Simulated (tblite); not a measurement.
C5H8O4Si.
Atom-mapped SMILES: `[CH2:1]=[CH:2][C@@H:3]1[O:4][C:5](=[O:6])[O:7][C@@H:8]1[O:9][SiH3:10]` (hydrogens: H11, H12 on C1; H13 on C2; H14 on C3; H15 on C8; H16, H17, H18 on Si10)

Cartesian coordinates in Å at the GFN2-xTB level; atoms count from 1:
```xyz
18
C5H8O4Si angstrom
C      1.8406   -1.4396    0.1862
C      1.4636   -0.6166   -0.7720
C      0.9970    0.7892   -0.5405
O      1.1158    1.1912    0.8135
C     -0.0356    1.6907    1.2684
O     -0.2084    2.1104    2.3608
O     -0.9841    1.6720    0.3011
C     -0.5315    0.9546   -0.8213
O     -1.1694   -0.2403   -0.9516
Si    -2.0430   -1.0010    0.2172
H      1.8609   -1.1319    1.2179
H      2.1594   -2.4432   -0.0308
H      1.4439   -0.9108   -1.8109
H      1.5777    1.4887   -1.1573
H     -0.7304    1.5573   -1.7184
H     -3.2423   -0.2330    0.5351
H     -2.2793   -2.2215   -0.5347
H     -1.2435   -1.2098    1.4255
```

All values are computed: GFN2-xTB (tblite) harmonic vibrations without scaling, gas phase. Errors from tens to a few hundred cm⁻¹ against measured bands are possible. Modes of hydrogen on silicon can be 10 to 20 % off. One conformer, not necessarily the lowest.

Harmonic wavenumbers (cm⁻¹): 42.9, 59.1, 70.9, 99.6, 140.6, 168.6, 219.0, 272.3, 391.8, 478.1, 508.3, 573.6, 611.5, 617.2, 654.1, 681.4, 712.2, 740.8, 757.3, 795.0, 819.2, 843.0, 876.2, 909.5, 951.7, 1006.1, 1010.7, 1018.9, 1032.2, 1096.7, 1130.3, 1161.5, 1216.5, 1240.3, 1273.7, 1291.2, 1319.3, 1392.5, 1714.8, 1866.4, 2248.3, 2296.8, 2356.3, 2892.6, 2901.5, 3085.9, 3116.4, 3149.1.

A = 1371, B = 1219, C = 856.1 MHz; mass 160.019 u (most abundant isotopes); point group C1, symmetry number 1.

Q: Zero-point energy?

A: ½Σν̃ = 26906 cm⁻¹ = 321.87 kJ/mol.

Q: What is S at 298.15 K and 1 bar for an ideal gas of classical rigid rotors and harmonic oscillators?

A: Translation 172.15, rotation 124.67, vibration 137.49: S = 434.3 J/(mol K).

Q: And Cp and H(298.15 K) − H(0)?

A: Cp = 170.92 J/(mol K), of which vibrations give 137.66 (their classical limit is 48 R = 399.1); H(298.15 K) − H(0) = 30.69 kJ/mol without the zero-point energy, 20.78 from vibrations.

Q: What must be added to the electronic energy to get the Gibbs energy at 298.15 K and 1 bar?

A: ZPE + [H(298.15 K) − H(0)] − T·S = 321.87 + 30.69 − 129.49 = 223.07 kJ/mol.

Q: Which modes carry the vibrational entropy at 298.15 K?

A: 42.9 cm⁻¹: 21.42; 59.1 cm⁻¹: 18.77; 70.9 cm⁻¹: 17.27; 99.6 cm⁻¹: 14.49; 140.6 cm⁻¹: 11.70; 168.6 cm⁻¹: 10.26 J/(mol K); the other 42 give 43.59 together.

Q: How do the functions run with temperature in this model?

A: 
```json
{"T (K)": "150", "S (J/(mol K))": "343.9", "Cp (J/(mol K))": "102.1", "H − H(0) (kJ/mol)": "10.61", "G − H(0) (kJ/mol)": "-40.98", "ln q(vib)": "3.90"}
{"T (K)": "250", "S (J/(mol K))": "406.3", "Cp (J/(mol K))": "147.7", "H − H(0) (kJ/mol)": "23.02", "G − H(0) (kJ/mol)": "-78.56", "ln q(vib)": "6.80"}
{"T (K)": "400", "S (J/(mol K))": "491.0", "Cp (J/(mol K))": "215.4", "H − H(0) (kJ/mol)": "50.43", "G − H(0) (kJ/mol)": "-145.95", "ln q(vib)": "11.01"}
{"T (K)": "600", "S (J/(mol K))": "591.1", "Cp (J/(mol K))": "278.2", "H − H(0) (kJ/mol)": "100.28", "G − H(0) (kJ/mol)": "-254.41", "ln q(vib)": "16.50"}
{"T (K)": "900", "S (J/(mol K))": "715.5", "Cp (J/(mol K))": "333.4", "H − H(0) (kJ/mol)": "192.83", "G − H(0) (kJ/mol)": "-451.11", "ln q(vib)": "24.16"}
```

q(vib) and H(0) count from the zero-point level.

Q: Blend soft modes into free rotors: weight 1/[1 + (100 cm⁻¹/ν̃)⁴] for the oscillator and the rest for a rotor with moment μB/(μ + B), μ = h/(8π²ν), B = 10⁻⁴⁴ kg m². What vibrational entropy results?

A: 122.98 J/(mol K) in place of 137.49, which changes −T·S at 298.15 K by +4.33 kJ/mol.

Hindered rotation and anharmonicity are outside this model. Other conformers, if any are populated, would add a mixing term that is left out. The structure is chiral; the term R ln 2 for an equal mix with its mirror image is left out.

Time: 0.64 s wall. Hardware: Arm Neoverse V2, one thread, shared host with 32 logical CPUs at a one-minute load of 18. The figure is for the frequency step alone.
